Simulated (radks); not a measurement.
Problem. All-electron atom: Rb in [Kr] 5s1 (the NIST ground configuration). All-electron calculation, scalar-relativistic Kohn-Sham, PBE, spin-unpolarised, spherical densities, point nucleus. Program: a radial shooting solver on a logarithmic mesh with Libxc functionals. Some entries of the table are withheld. Estimate them.

orbital  occ.  eigenvalue (hartree)  r(max) (bohr)  <r^2> (bohr^2)
1s          2             -552.4827        0.02629        0.002187
2s          2             -73.80135         0.1496         0.03729
2p          6             -65.42276         0.1196         0.02943
3s          2             -10.95134            (1)          0.2994
3p          6              -8.26403         0.4465          0.3145
3d         10              -3.82059         0.3932          0.3382
4s          2              -1.17207          1.261           2.417
4p          6              -0.58667          1.429           3.465
5s          1                   (2)          4.373           31.68

Solution. 
(1) 3s r(max) (bohr): 0.4509
(2) 5s eigenvalue (hartree): -0.08201
